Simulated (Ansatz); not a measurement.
CH3NSSi, SMILES `[SiH3]N=C=S`. The species carries charge 0 and has multiplicity 1. The structure was optimised at the PBE0-D4/def2-TZVP level.

```xyz
7

Si    0.706   -0.821    0.168
N    -0.398    0.462   -0.094
C    -1.163    1.352   -0.276
S    -2.173    2.526   -0.516
H     0.286   -1.978   -0.655
H     2.058   -0.367   -0.232
H     0.684   -1.174    1.606
```

Q: What is the dipole moment at ωB97M-V/def2-TZVPP? (Estimate.)

A: Computed: 2.14 D, with components (1.38, -1.60, 0.33) D in this frame, pointing from negative to positive charge.

Q: And with PBE, r2SCAN, B3LYP? (Best estimate.)

A: Computed: PBE 2.05 D, r2SCAN 2.08 D, B3LYP 2.11 D.

Q: Give the Mulliken charges with ωB97M-V, B3LYP, r2SCAN in def2-TZVPP. (Best estimate.)

A: Ansatz gave: 
```
atom  ωB97M-V  B3LYP  r2SCAN
 Si1     0.26   0.35    0.39
  N2    -0.22  -0.17   -0.23
  C3     0.17   0.16    0.16
  S4    -0.17  -0.20   -0.16
  H5    -0.01  -0.05   -0.05
  H6    -0.01  -0.05   -0.05
  H7    -0.01  -0.05   -0.05
```

B3LYP here is the variant with VWN-RPA as its local correlation; programs differ in this.
